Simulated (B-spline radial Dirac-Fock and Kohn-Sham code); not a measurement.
Energy-loss ionisation edge N1 (4s) of Nd

System: neutral neodymium in the configuration [Xe] 4f4 6s2. Model: the first Born approximation with generalised oscillator strengths from a Dirac-Hartree-Slater potential (longitudinal and transverse terms; continuum final states only, so no white lines or fine structure). Program: a radial atomic solver. The edge is taken at 319.2 eV (tabulated value).

Partial cross sections σ(β, Δ) in barn, integrated over a window Δ above the edge and up to the collection semi-angle β, for parallel illumination:

| E₀ (kV) | β (mrad) | Δ = 25 eV | Δ = 50 eV | Δ = 100 eV | Δ = 200 eV | Δ = 300 eV |
| --- | --- | --- | --- | --- | --- | --- |
| 60 | 20 | 396 | 739 | 1290 | 2040 | 2480 |
| 80 | 5 | ? | ? | ? | ? | ? |
| 100 | 5 | 153 | 283 | 483 | 729 | 863 |
| 100 | 50 | 491 | 910 | 1580 | 2560 | 3230 |
| 120 | 5 | 154 | 284 | 487 | 742 | 883 |
| 120 | 10 | 231 | 431 | 752 | 1180 | 1430 |
| 120 | 20 | 304 | 570 | 1010 | 1620 | 2000 |
| 120 | 50 | 463 | 860 | 1490 | 2420 | 3050 |
| 200 | 5 | 151 | 281 | 487 | 755 | 911 |
| 200 | 10 | 206 | 385 | 677 | 1070 | 1320 |
| 200 | 100 | 404 | 763 | 1340 | 2210 | 2850 |
| 300 | 5 | 149 | 279 | 487 | 764 | 930 |
| 300 | 10 | 192 | 360 | 636 | 1020 | 1260 |
| 300 | 50 | 335 | 631 | 1100 | 1820 | 2340 |

Q: Give the row for 80 kV and 5 mrad.

A: 152 b for 25 eV, 278 b for 50 eV, 472 b for 100 eV, 705 b for 200 eV, 829 b for 300 eV.

Values without a named source are computed, but for edge energies of neutral atoms, which are taken from tables.
